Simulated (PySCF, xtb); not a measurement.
SnHCl, SMILES [Cl][SnH] (connectivity only; charge and spin as stated), neutral, multiplicity 1.

GFN2-xTB in xtb 6.7.1 at its own geometry gives an orbital gap of 3.26 eV and a dipole moment of 4.79 D.

Geometry optimised at r2SCAN-D4/def2-TZVP. The def2 effective core potentials stand for the cores of Sn; spin–orbit coupling is left out.

Problem. What does B3LYP/def2-TZVPD (PySCF) give? (The exact figures need the calculation; the answer reports its results.)

Solution. gap 3.56 eV (levels -6.90 and -3.35 eV), dipole 2.79 D.
